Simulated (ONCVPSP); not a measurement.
## cobalt (Co): excitation energies, all-electron against ONCV

- Element: cobalt
- Generator: ONCVPSP 4.0.1
- Type: optimised norm-conserving Vanderbilt (ONCV)
- Functional: PBE
- Relativity: fully relativistic
- Frozen core: [Ar]
- Valence charge: 9
- Reference configuration: 3d7 4s1 (charge +1)
- Partial waves: 4s: rc 1.95 bohr, ncon 4, nbas 8, qcut 3.1 1/bohr, 2 projectors, debl 0.9 Ha; p scattering state at 0.12 Ha: rc 2.05 bohr, ncon 4, nbas 8, qcut 3.7 1/bohr, 2 projectors, debl 2.1 Ha; 3d: rc 0.90 bohr, ncon 4, nbas 9, qcut 16.6 1/bohr, 1 projector
- Local potential: polynomial inside 0.65 bohr (lpopt 5, dvloc0 0 Ha)
- Core correction: Teter function, fcfact 3.25, rcfact 1.05

Open shells are filled in proportion to 2j + 1.

In the p channel the program set the typed energies aside and used 0.050, 2.150 Ha (j = l + 1/2; the other j can differ).

Energies are relative to the spin-unpolarised reference configuration 3d7 4s1; without spin polarisation the order of configurations can differ from experiment.

(1) Give the all-electron excitation energy and the error of the potential for: 3d7 4s2; 3d7 4s0; 3d6 4s0; 3d7 4s1.5.

Note: ghosts flagged at negative energy: s at -280.8 eV, p3/2 at -30.2 eV, p1/2 at -29.2 eV (a further GHOST(-) flag falls on a real empty level of the atom); GHOST(+) flagged for s at 85.4 eV. A true bound ghost makes a file unfit for plane-wave use.

## Answers

(1)

```csv
valence configuration,charge,ΔE all-electron (eV),error AE − PS (meV)
3d7 4s2,0,-9.031,+6.6
3d7 4s0,+2,16.786,+38
3d6 4s0,+3,52.655,+65
3d7 4s1.5,+0.5,-5.428,+2.7
```
